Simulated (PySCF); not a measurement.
Excitation energy of Ne by level of theory

Ne [Ne] (1S) → Ne [He] 2s2 2p5 3s1 (3P), as a difference of total energies. Computed with PySCF 2.14 in aug-cc-pCVTZ-DK with one added diffuse shell each of s, p, d, f type (8s7p5d3f, 75 functions), with scalar relativity by spin-free X2C-1e. Correlated levels: valence: 1s2 frozen. The calculations carry no spin-orbit coupling.

```csv
method,excitation energy (cm⁻¹)
UHF,120270
MP2 (valence),135020
SCS-MP2 (valence),134110
CCSD (valence),132630
CCSD(T) (valence),133120
```

A first-order spin-orbit estimate (lowest level to lowest level, LS coupling) adds -0.032 eV.

The promoted electron is Rydberg-like, and one or two diffuse shells describe it only roughly, which tends to raise the upper state.
